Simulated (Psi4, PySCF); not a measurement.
Psi4 was given this input:
```
memory 2 GB

molecule {
-1 1
  H    -0.02361208   -0.00903330    2.11033186
  N    -0.01195216    0.01503237    1.09704447
  C     0.01575145    1.13269334    0.24842767
  C    -0.02097855   -1.08973227    0.28483805
  C     0.02524534    0.80457479   -1.08776751
  C     0.00064455   -0.64671222   -1.00864412
  H     0.02635805    2.11162462    0.73353758
  H    -0.04212282   -2.08743635    0.71986259
  H    -0.00093481   -1.32532347   -1.86416783
}

set basis sto-3g
set freeze_core true
set mp2_type conv
set scf_type pk
set puream true
set d_convergence 1e-8

energy('ccsd(t)')
print_variables()
```

Task: Convert this to an input for PySCF.

Result: This is not unique; one that fits is 
```python
from pyscf import gto, scf, cc

mol = gto.M(
    atom='''
H    -0.02361208   -0.00903330    2.11033186
N    -0.01195216    0.01503237    1.09704447
C     0.01575145    1.13269334    0.24842767
C    -0.02097855   -1.08973227    0.28483805
C     0.02524534    0.80457479   -1.08776751
C     0.00064455   -0.64671222   -1.00864412
H     0.02635805    2.11162462    0.73353758
H    -0.04212282   -2.08743635    0.71986259
H    -0.00093481   -1.32532347   -1.86416783
''',
    basis='sto-3g',
    charge=-1,
    verbose=3,
)

mf = scf.RHF(mol)
mf.kernel()

mycc = cc.CCSD(mf, frozen=5)
mycc.kernel()
et = mycc.ccsd_t()
print('E(CCSD(T)) = %.10f' % (mycc.e_tot + et))
```

Both were run: Psi4 gave -205.719810 Eh and PySCF -205.719811 Eh, 0.000 mEh apart.
